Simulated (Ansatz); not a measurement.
Born–Oppenheimer molecular dynamics of Cl3FSi (5 atoms, charge 0, multiplicity 1). It goes on from the last frame of an earlier run, with new velocities.

The calculation used Ansatz, RKS BLYP-D4/def2-SVP.

- ensemble: NVT, Nosé–Hoover chain
- time step: 1 fs
- steps asked: 166
- set temperature: 1000 K
- thermostat: time constant 100 fs, chain length 3 (defaults)
- seed: 860412

First frame:

```xyz
5
Properties=species:S:1:pos:R:3
Si -0.068 -0.038 0.016
F 0.080 0.027 1.595
Cl 1.897 0.013 -0.659
Cl -0.926 1.715 -0.720
Cl -0.958 -1.712 -0.749
```

(1) What does the run give?

(2) What happens to the structure?

(3) How do temperature and energy run in time?

Results:

(1) All steps were run.

| Property | Result |
| --- | --- |
| steps done | 166 |
| time covered | 166 fs |
| mean temperature over the second half | 966 K |
| spread of the potential energy over the second half | 18.5 meV per atom |
| mean potential energy of the second half above the start | 44.6 meV per atom |

The conserved energy stayed within 0.14 meV per atom of its start (net change 0.1 meV per atom), so the integration is sound. A run of 0.17 ps of so small a system gives no equilibrium averages.

(2) The same pairs are bonded in the first frame and the last. Pairs count as bonded within 1.25 times the sum of covalent radii (0.12 Å more for H–H). This is one draw of velocities; another would differ in detail.

(3) 
```csv
time (fs),T (K),potential energy less start (eV),conserved less start (meV/atom)
0,1000,0.000,0.00
8,757,0.094,0.00
16,472,0.206,0.03
24,379,0.244,0.05
32,628,0.150,0.00
40,759,0.106,0.02
48,832,0.086,-0.04
56,511,0.220,0.05
64,581,0.199,0.04
72,982,0.058,-0.04
80,858,0.124,0.04
88,735,0.188,0.03
96,670,0.230,0.06
104,871,0.172,0.03
112,1068,0.124,0.02
120,1116,0.138,0.06
128,1214,0.137,-0.02
136,776,0.340,0.09
144,803,0.353,0.08
152,1337,0.185,-0.01
160,1181,0.293,0.04
```

The run took 2.9 min on 2 threads of Intel(R) Xeon(R) Platinum 8259CL CPU @ 2.50GHz (Skylake/Cascade Lake), with other jobs on the host, peak memory 0.15 GiB.
